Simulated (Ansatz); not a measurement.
Mulliken charges of C$_{2}$H$_{3}$ClNSi (`C[Si](Cl)C#N`) radical from r2SCAN/def2-TZVPP in Ansatz (PBE0-D4/def2-TZVP geometry).

```json
{"atom": "C1", "x (Å)": "-0.711", "y (Å)": "-0.545", "z (Å)": "0.783", "charge (e)": "-0.276"}
{"atom": "Si2", "x (Å)": "0.599", "y (Å)": "0.648", "z (Å)": "0.225", "charge (e)": "0.464"}
{"atom": "Cl3", "x (Å)": "2.483", "y (Å)": "-0.093", "z (Å)": "0.513", "charge (e)": "-0.208"}
{"atom": "C4", "x (Å)": "0.406", "y (Å)": "0.989", "z (Å)": "-1.574", "charge (e)": "-0.197"}
{"atom": "N5", "x (Å)": "0.242", "y (Å)": "1.298", "z (Å)": "-2.674", "charge (e)": "-0.068"}
{"atom": "H6", "x (Å)": "-0.601", "y (Å)": "-1.492", "z (Å)": "0.247", "charge (e)": "0.099"}
{"atom": "H7", "x (Å)": "-0.626", "y (Å)": "-0.732", "z (Å)": "1.854", "charge (e)": "0.091"}
{"atom": "H8", "x (Å)": "-1.700", "y (Å)": "-0.132", "z (Å)": "0.571", "charge (e)": "0.097"}
```

Question: By hand: the dipole of these point charges (1 e Å = 4.8032 D).

Answer: Σ q r = (-0.420, -0.040, 0.522) e Å, of length 0.671 e Å = 3.22 D.

Question: How does the dipole of the full density compare? (Estimate.)

Answer: Ansatz gave: (-0.249, -0.269, 0.709) e Å, 3.83 D; the point charges give 0.84 times that, at 25° from its direction.

Point charges leave out the atoms' own dipoles, such as those of lone pairs, and Mulliken's split depends on the basis, so the two needn't agree.
